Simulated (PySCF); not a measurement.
Computed shifts of a molecule C5H12Si, PBE/pcSseg-1 in PySCF, GIAO, gas phase, atoms alike by connectivity averaged where their shifts nearly agree, in ppm (number of nuclei): ¹³C: 165.8 (1), 126.4 (1), 44.6 (1), 32.2 (1), 18.6 (1). ²⁹Si: -88.4 (1). ¹H: 7.54 (1), 6.22 (1), 4.67 (3), 2.89 (1), 2.61 (1), 2.18 (1), 1.98 (1), 1.57 (3). References: ¹³C against TMS (σ = 182.0 ppm); ²⁹Si against TMS (σ = 335.4 ppm); ¹H against TMS (σ = 31.49 ppm), references at their B3LYP-D3(BJ)/def2-TZVP geometries, non-relativistic. Geometry: PBE-D3(BJ)/def2-SVP. One conformer was computed; it need not be the lowest.

**Question.** Pick the molecule that these values belong to.
A) C1CC[SiH2]CC1
B) CC1(C)C[C@@H]1[SiH3]
C) C[SiH2]C=C(C)C
D) CCC/C=C\[SiH3]

**Answer.** D, CCC/C=C\[SiH3]
